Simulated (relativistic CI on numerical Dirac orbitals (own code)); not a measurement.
# Ho III: calculation against measurement

Method of calculation: Dirac-Coulomb-Breit CI, KLI orbitals optimised for each configuration, model QED, valence Slater integrals scaled by 0.85, P86 correlation energy added to each configuration (own radial code, finite nucleus).

Configurations in the expansion (outside the closed core [Kr] 4d10 5s2): 4f¹¹5p⁶, 4f¹⁰5p⁶5d, 4f¹⁰5p⁶6s, 4f¹⁰5p⁶6p, 4f⁹5p⁶5d6s, 4f⁹5p⁶6s², 4f¹¹5p⁵5d, 4f¹⁰5p⁶7s, 4f¹⁰5p⁶6d, 4f¹⁰5p⁶8s, 4f¹³5p⁴, 4f¹²5p⁵. Levels of other configurations are missing.

```csv
Configuration,Term (tabulated),J,Measured (cm⁻¹),Computed,Error,Purity (%)
4f¹¹5p⁶,4I°,15/2,0.0,0,0,97
4f¹¹5p⁶,4I°,13/2,5439.0,5398,-41,99
4f¹¹5p⁶,4I°,11/2,8644.0,8541,-103,85
4f¹¹5p⁶,4I°,9/2,10770.4,10642,-128,67
4f¹¹5p⁶,4F°,9/2,13330.0,14449,1119,60
4f¹¹5p⁶,2H°2,11/2,16891.2,17259,368,69
4f¹¹5p⁶,4F°,7/2,17867.0,19485,1618,89
4f¹¹5p⁶,4F°,5/2,19375.3,21076,1701,85
4f¹¹5p⁶,4G°,9/2,23881.7,26174,2293,69
```

Measured levels from Martin, Zalubas and Hagan, Atomic Energy Levels: The Rare-Earth Elements, NSRDS-NBS 60 (1978); whole-number values converted from NIST levels in rydberg listed in Nahar, Atoms 12, 24 (2024); pairs were made by configuration, J and term (by order where the table uses no LS term), so strongly mixed levels may be paired wrongly.

Mean error by configuration (cm⁻¹): 4f¹¹5p⁶ 853. Over the excited levels the mean absolute error is 921 cm⁻¹ (8 of the 67 excited levels that our extract of the source holds in range could be paired, and the others can miss by more), and the median relative error of those above 1,000 cm⁻¹ is 5.3 %. Some levels of the ground configuration have no partner.
